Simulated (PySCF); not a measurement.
**Basis and Hamiltonian dependence of the excitation energy of Tl²⁺**

Tl²⁺ [Xe] 4f14 5d10 6s1 (2S) → Tl²⁺ [Xe] 4f14 5d10 6p1 (2P). All values are computed (PySCF 2.14, energy differences of UHF-based or UKS calculations, no spin-orbit coupling). Values in eV.

```csv
basis,Hamiltonian,functions,UHF,LDA,PBE0
"aug-cc-pVTZ-PP with one added diffuse shell each of d, f type with ECP60MDF",ECP,67,8.732,9.433,9.187
x2c-TZVPPall,spin-free X2C,83,8.774,9.478,9.227
aug-cc-pVTZ-DK3,spin-free X2C,84,8.740,9.412,9.185
def2-QZVPPD with the def2 core potential (60 electrons),ECP,88,8.714,9.410,9.169
aug-cc-pwCVTZ-PP with ECP60MDF,ECP,96,8.717,9.411,9.174
"x2c-TZVPPall with one added diffuse shell each of s, p, d, f type",spin-free X2C,99,8.774,9.477,9.225
"aug-cc-pVQZ-PP with one added diffuse shell each of s, p, d, f, g type with ECP60MDF",ECP,117,8.716,9.411,9.171
x2c-QZVPPall,spin-free X2C,142,8.730,9.419,9.190
```
